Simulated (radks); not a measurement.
The erbium anion Er- inside a hard spherical wall (all orbitals vanish at R), configuration held at [Xe] 4f13 6s2 and not refilled when levels cross. All-electron calculation, scalar-relativistic Kohn-Sham, PBEsol, spin-polarised, spherical densities, finite nucleus; open shells are filled with parallel spins first (spin-orbit coupling, left out, can overturn this in heavy ions); Fermi nuclear charge, rms radius 5.2516 fm. Program: a radial shooting solver on a logarithmic mesh with Libxc functionals. Eigenvalues in eV for spin up, with the zero of energy where the potential of the charges vanishes at infinity; a dash marks a level that is unbound or too diffuse for the functional's potential to be trusted. A positive occupied level is held by the wall or, in an anion where self-interaction has pushed it up, behind a barrier. The pressure on the wall is -dE/dV.

| R (bohr) | E (hartree) | kinetic (hartree) | e(5s) | e(5p) | e(6s) | e(6p, empty) | e(5d, empty) | e(4f) | pressure (GPa) |
|---|---|---|---|---|---|---|---|---|---|
| 12 | -13080.7925 | 14177.784 | -45.141 | -19.929 | 0.640 | - | - | 3.963 | 0.133 |
| 8 | -13080.7220 | 14177.914 | -41.751 | -16.703 | 2.610 | - | - | 7.530 | 1.47 |
| 6 | -13080.5557 | 14178.372 | -38.430 | -13.555 | 5.884 | 10.187 | 9.643 | 10.982 | 10.2 |
| 5 | -13080.3068 | 14179.097 | -35.632 | -10.957 | 9.976 | 16.172 | 12.938 | 13.983 | 35.6 |
| 3 | -13076.8800 | 14190.814 | -19.268 | 5.117 | 51.055 | 69.257 | 35.732 | 33.297 | 1450 |
| 2.5 | -13072.2507 | 14206.400 | -5.693 | 20.184 | 94.471 | 119.93 | 56.525 | 49.718 | 5470 |
| 2 | -13058.8964 | 14248.458 | 25.408 | 56.462 | 197.37 | 234.27 | 104.48 | 83.260 | 26600 |
| 1.5 | -13010.5308 | 14391.241 | 123.37 | 170.56 | 489.35 | 545.45 | 243.94 | 162.65 | 193000 |
